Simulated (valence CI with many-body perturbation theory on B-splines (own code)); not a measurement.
# Yb³⁰⁺: fill in the table

Method: configuration interaction combined with many-body perturbation theory (CI+MBPT): four valence electrons over a frozen Dirac-Fock core [Kr], a basis of 7 s, 7 p, 8 d, 6 f, 4 g, 1 h functions for each j, with the one-electron correlation potential Σ1 (screened to all orders), the two-electron term Σ2, the three-electron term Σ3, Breit, model QED; selected single and double excitations, second order for the rest, scaled by the run's own slope (own B-spline code, finite nucleus).

No measured spectrum was set against this ion. As an estimate, large intervals hold to a few tenths of a per cent, small ones and those within an open d or f shell to about a per cent. The list stops below the first excitations out of the core.

```tsv
Level	E (eV)
(4d3/2^4) J=0	0.000
(4d3/2^3 4d5/2) J=1	9.901
(4d3/2^3 4d5/2) J=2	14.146
(4d3/2^3 4d5/2) J=4	?
(4d3/2^3 4d5/2) J=3	?
(4d3/2^2 4d5/2^2) J=0 [a]	?
(4d3/2^2 4d5/2^2) J=2 [a]	24.130
(4d3/2^2 4d5/2^2) J=4 [a]	?
(4d3/2^2 4d5/2^2) J=3 [a]	24.754
(4d3/2^2 4d5/2^2) J=5	?
(4d3/2^2 4d5/2^2) J=1	27.412
(4d3/2^2 4d5/2^2) J=6	27.693
(4d3/2^2 4d5/2^2) J=4 [b]	29.153
(4d3/2^2 4d5/2^2) J=3 [b]	29.185
(4d3/2^2 4d5/2^2) J=2 [b]	?
(4d3/2^2 4d5/2^2) J=2 [c]	33.794
(4d3/2^2 4d5/2^2) J=4 [c]	34.668
(4d3/2 4d5/2^3) J=3 [a]	38.187
(4d3/2 4d5/2^3) J=4 [a]	38.429
(4d3/2^2 4d5/2^2) J=2 [d]	38.753
```

Levels are named by their leading jj configuration (3d3/2^4 stands for four electrons in 3d with j = 3/2), which in mixed levels can hold well under half, so a name can repeat and another be missing. Letters in brackets count levels of one name in rising energy.

(1) The levels stand in rising order. What does the calculation give for the missing energies?

## Answers

(1) (4d3/2^3 4d5/2) J=4 14.402; (4d3/2^3 4d5/2) J=3 15.579; (4d3/2^2 4d5/2^2) J=0 [a] 23.163; (4d3/2^2 4d5/2^2) J=4 [a] 24.170; (4d3/2^2 4d5/2^2) J=5 26.461; (4d3/2^2 4d5/2^2) J=2 [b] 29.540.
